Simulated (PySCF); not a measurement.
ZrH at BHandHLYP

Computed with BHandHLYP; PySCF, scalar-relativistic core potentials, basis sets Zr def2-TZVPPD with ECP28, H def2-TZVPPD.

```json
{
 "state": "quartet, unpaired electrons σ ↑, π ↑, δ ↑, a mixture of terms (⟨Lz²⟩ = 5.0)",
 "bond length": "1.870 Å",
 "harmonic wavenumber": "1588 cm⁻¹",
 "force constant": "1.48 mdyn/Å",
 "rotational constant Be": "4.835 cm⁻¹",
 "anharmonicity ωexe": "20.5 cm⁻¹",
 "vibration–rotation constant αe": "0.103 cm⁻¹",
 "bond order (Mayer)": "0.94",
 "dipole moment (positive dipole means Zr(−)H(+))": "-2.69 D"
}
```

De is left out where the level can put another filling of the metal’s s and d shells below the measured ground configuration, by anything from nothing to about 1 eV. Spin–orbit coupling is left out, which matters for elements this heavy, above all for dissociation energies. The state is the lowest single determinant that the PBE0 search found; with open d or f shells the true ground state can be another one.
